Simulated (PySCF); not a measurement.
# How methods differ on the ionisation energy of Yb⁴³⁺

Yb⁴³⁺ [Ar] 3d9 [3d3/2^4 3d5/2^5, M_J = 5/2] → Yb⁴⁴⁺ [Ar] 3d8 [3d3/2^4 3d5/2^4, M_J = 4], as a difference of total energies. Computed with PySCF 2.14 in an even-tempered Gaussian basis (16 s from 9.8 bohr⁻², ratio 2.8; 13 p from 13 bohr⁻², ratio 2.8; 8 d from 13 bohr⁻², ratio 2.8; 3 f from 48 bohr⁻², ratio 3), with the two-component X2C-1e Hamiltonian. Correlated levels: [Ne] frozen; the 80 highest virtual spinors dropped. "Screened" scales the spin-orbit matrix elements by Boettger's factors to mimic the two-electron term; Breit and QED terms are absent.

```
                    method  ionisation energy (eV)
           GHF (spin-free)                  3576.1
          GMP2 (spin-free)                  3577.5
 GHF (screened spin-orbit)                  3557.0
GMP2 (screened spin-orbit)                  3558.4
```

Breit and QED terms and the two-electron picture change are absent.

The spin-free rows relax to the high-spin LS determinant and lack the spin-orbit shift.

The labels give the starting determinants; with spin-orbit coupling the two ends relaxed to ⟨J²⟩ = 8.75, ⟨L²⟩ = 6.05, ⟨S²⟩ = 0.80 and ⟨J²⟩ = 20.00, ⟨L²⟩ = 13.01, ⟨S²⟩ = 1.80.

For comparison: 3555 ± 4 eV (theoretical estimate listed by NIST; NIST Atomic Spectra Database, ionization energies).
